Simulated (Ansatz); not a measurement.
Cl$_{4}$Ga−, SMILES `[Cl][Ga-]([Cl])([Cl])[Cl]`, relaxed with RKS PBE0-D4/def2-TZVPD in Ansatz from a GFN2-xTB geometry. The force threshold is 0.005 eV/Å; the program also tests the step.

Charge -1, multiplicity 1.

Start:

```xyz
5

Cl    1.138    1.758    0.574
Ga   -0.001    0.000    0.000
Cl   -0.461    0.096   -2.120
Cl    1.171   -1.782    0.406
Cl   -1.847   -0.072    1.140
```

(1) By how much does the energy fall, and how many steps does the optimiser take? (Best estimate.)

(2) Which bonds change most? (Best estimate.)

(3) Give the relaxed structure. (An estimate is asked.)

## Answers

(1) Computed: 0.03 eV, in 2 steps.

(2) Computed: Cl1–Ga2 from 2.171 to 2.200 Å; Ga2–Cl5 from 2.171 to 2.200 Å; Ga2–Cl3 from 2.171 to 2.200 Å; Ga2–Cl4 from 2.171 to 2.200 Å.

(3) The calculation gave: 
```xyz
5

Cl    1.152    1.782    0.581
Ga    0.000    0.000    0.000
Cl   -0.467    0.097   -2.148
Cl    1.186   -1.806    0.412
Cl   -1.871   -0.072    1.155
```
